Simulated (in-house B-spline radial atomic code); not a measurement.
Results of a calculation; reference values are marked as such.
## Building a PAW d channel for Fe, r_c = 1.71 bohr

Fe, [Ar] 3d6 4s2, non-relativistic PBE, spherical and spin-unpolarised, from a B-spline radial code for spherical atoms (atomic units; all potentials screened as in the neutral atom).

Two all-electron partial waves φ1, φ2 are integrated outwards at E1 = ε(3d) = -0.285755 and E2 = E1 + 0.5 hartree; φ1 is the bound orbital and φ2 has unit norm inside r_c = 1.708 bohr. Smooth partners are polynomials, r^3(a0 + a1 r² + a2 r⁴ + a3 r⁶), matched to φ and three derivatives at r_c, with no condition on the norm. The local potential is -8.05107 + (6.73322) r² + (-2.36345) r⁴ + (0.306029) r⁶ inside 1.3984 bohr and the all-electron one outside.

```json
{"wave": "1", "φ(r_c)": "0.50165", "φ'(r_c)": "-0.3996316", "a0": "1.078349", "a1": "-0.7415981", "a2": "0.1895782", "a3": "-0.01722394"}
{"wave": "2", "φ(r_c)": "0.1703111", "φ'(r_c)": "1.571634", "a0": "-1.159365", "a1": "0.9364963", "a2": "-0.2469357", "a3": "0.022679"}
```

Inside r_c the overlaps are <φi φj> = [[0.84139, -0.85647], [-0.85647, 1.00000]] and, for the smooth waves, [[0.29334, -0.16213], [-0.16213, 0.12565]]. With χj = (Ej − T − V_local) applied to smooth wave j, the program's quadrature gives the matrix B_ij = <smooth i, χj> as [[-0.39301, 0.59114], [0.24397, -0.38134]].

(1) Check the match of the first wave, and find the augmentation charges q_ij.

(2) B isn't symmetric. Show that D_ij = B_ij + Ej q_ij is.

Solving (T + V_local + Σ p D p) ψ = E (1 + Σ p q p) ψ in a sphere of 9 bohr gives these levels:

```
all-electron  one projector  two projectors
   -0.285753      -0.285753       -0.285753
    0.110200       0.112998        0.110201
    0.369307       0.385197        0.369310
    0.772918       0.819975        0.773037
    1.310010       1.414690        1.311110
```

(3) What does the second projector gain?

Answers

(1) At r_c the four terms are 5.37308, -10.77973, 8.03903, -2.13070, which sum to 0.5017, φ1(r_c) to rounding. q_ij is the all-electron overlap less the smooth one: [[0.54805, -0.69434], [-0.69434, 0.87435]]. The smooth first wave has a norm of 0.2933 inside r_c against 0.8414, and q11 > 0 puts back the missing charge.

(2) Integrating by parts gives B12 − B21 = (E1 − E2) q12: 0.59114 − (0.24397) = 0.34717, and −0.5 × (-0.69434) = 0.34717. So D12 = 0.59114 + (0.214245)(-0.69434) = 0.44238 and D21 = 0.24397 + (-0.285755)(-0.69434) = 0.44238; D11 = -0.54962, D22 = -0.19401. The projectors, p = (B⁻¹)ᵀ χ, are dual to the smooth waves; det B = 0.0057.

(3) With one projector the errors are 0.00, +2.80, +15.89, +47.06, +104.68 millihartree. With two the errors are 0.00, 0.00, 0.00, +0.12, +1.10 millihartree. The scattering is exact at E1 and at E2 = 0.214, and over all levels compared the largest error is 1.1 millihartree. The lowest eigenvalue of the overlap operator is 1 with one and 0.9416 with two projectors. The smooth orbital alone needs a cutoff of 21 hartree for 1 millihartree of kinetic energy, against 42.3 for a norm-conserving Troullier-Martins orbital of the same radius; part of the gain comes from giving up the norm, part from the simpler form.
